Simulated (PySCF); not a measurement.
**Ti¹¹⁺: ionisation energy**

Ti¹¹⁺ [Ne] 3s1 (2S) → Ti¹²⁺ [Ne] (1S), as a difference of total energies. Calculation: PySCF 2.14, in an even-tempered Gaussian basis (19 s from 0.59 bohr⁻², ratio 2.5; 12 p from 0.76 bohr⁻², ratio 2.5; 5 d from 3.3 bohr⁻², ratio 2.7; 4 f from 5 bohr⁻², ratio 2.7); scalar relativity by spin-free X2C-1e. Correlated levels: outer shells: 1s2 frozen; virtual orbitals above 40 to 60 times the deepest correlated orbital energy dropped. The calculations carry no spin-orbit coupling.

```csv
method,ionisation energy (eV)
UHF,290.95
MP2 (outer shells),291.50
SCS-MP2 (outer shells),291.40
CCSD (outer shells),291.50
CCSD(T) (outer shells),291.51
```

Task: How much does correlation contribute at CCSD(T) (outer shells)?

Result: 291.51 − (290.95) = 0.56 eV, measured against UHF.

For comparison: 291.50 eV (semi-empirical (NIST evaluation); NIST Atomic Spectra Database, ionization energies).
